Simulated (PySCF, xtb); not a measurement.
bromoethene (C2H3Br), SMILES BrC=C.

xtb with GFN2-xTB at its own geometry gives an orbital gap of 4.40 eV and a dipole moment of 3.11 D.

Coordinates come from a PBE0-D3(BJ)/def2-TZVP optimisation.

What does PBE/def2-TZVPD run with PySCF give? (An estimate is asked for; the answer gives what the named calculation found.)

gap 4.91 eV (levels -6.33 and -1.42 eV), dipole 1.34 D.
